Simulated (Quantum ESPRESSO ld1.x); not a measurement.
Problem. Coherent X-ray form factor from a spherical all-electron density. Calculated with ld1.x of Quantum ESPRESSO 7.5: scalar-relativistic Kohn-Sham, HCTH/120, spin-unpolarised, spherical densities, point nucleus.

sin(theta)/lambda (1/angstrom),f0 (electrons)
0.05,21.203
0.1,19.453
0.15,17.641
0.2,16.027
0.25,14.565
0.3,13.214
0.4,10.894
0.5,9.183
0.6,8.025
0.8,6.673
1,5.747
1.25,4.656
1.5,3.663
2,2.294

The species is in the configuration that NIST lists as its ground one. Which atom or ion scatters so?

Solution. Neutral titanium, [Ar] 3d2 4s2. Extrapolating in s^2 from the first two rows gives f0(0) = 21.8, near the electron count 22; among species with that count, the fall with angle is slower the higher Z, and the table is that of Z = 22; from so few rows the species is fixed only to a neighbour or two.
